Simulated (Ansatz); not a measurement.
Geometry optimisation, Ansatz 0.2.0, UKS PBE0-D4/6-31G*.

Input:

```yaml
crystal:
  periodic: [false, false, false]
  atoms:
    - { symbol: Si, position_ang: [-0.7604, 0.8392, -0.1171] }
    - { symbol: C, position_ang: [0.8272, -0.6318, 0.0725] }
    - { symbol: O, position_ang: [-1.5755, -0.3488, -0.7532] }
    - { symbol: H, position_ang: [-0.4411, -0.873, -0.4762] }
    - { symbol: H, position_ang: [-0.2585, 1.9676, -0.8755] }
    - { symbol: Cl, position_ang: [-1.3368, 1.5026, 1.6882] }
    - { symbol: H, position_ang: [1.3088, -0.9353, -0.856] }
    - { symbol: H, position_ang: [1.5682, -0.0289, 0.5934] }
    - { symbol: H, position_ang: [0.6683, -1.4915, 0.724] }
magnetization:
  spin_polarized: true
basis:
  gaussian: { orbitals: "6-31G*" }
hamiltonian:
  xc: pbe0
  dispersion: d4
relax:
  f_tol: 0.15
  max_steps: 25
  restrain:
    - { distance: [3, 1], at: 1.07, k: 30.0 }
    - { distance: [0, 1], at: 3.17, k: 30.0 }
    - { distance: [3, 2], at: 2.27, k: 30.0 }
```

Run as:

```bash
$ ansatz run input.yaml --threads 2 --pin off --max-ram 3072MiB --backend cpu --events-out ev --progress --plain --runs-dir out
```

Problem. Where does it end, and by what steps?

Solution. The forces met the threshold. The restraints hold the end off the free minimum. After 7 steps the energy has fallen by 1.086 eV (the restraints' own energy left out); Si1 moved furthest, 0.63 Å. Parted: Si1–C2. Joined: C2–H4.

```csv
step,energy less start (eV),largest force component (eV/Å),accepted
0,0.0000,2.668,yes
1,0.6648,3.877,yes
2,0.3199,3.216,yes
3,-0.3131,1.599,yes
4,-0.9743,0.646,yes
5,-1.0708,0.289,yes
6,-1.0745,0.262,yes
7,-1.0856,0.361,yes
```

```xyz
9
Properties=species:S:1:pos:R:3
Si -1.279 1.179 -0.197
C 1.009 -1.005 0.028
O -2.001 0.000 -0.831
H 0.000 -0.987 -0.370
H -0.380 2.131 -0.878
Cl -1.412 1.741 1.752
H 1.711 -1.180 -0.791
H 1.270 -0.065 0.529
H 1.082 -1.815 0.759
```

Time of the run: 29 s on 2 threads of Arm Neoverse V1 (shared host), peak memory 0.21 GiB.
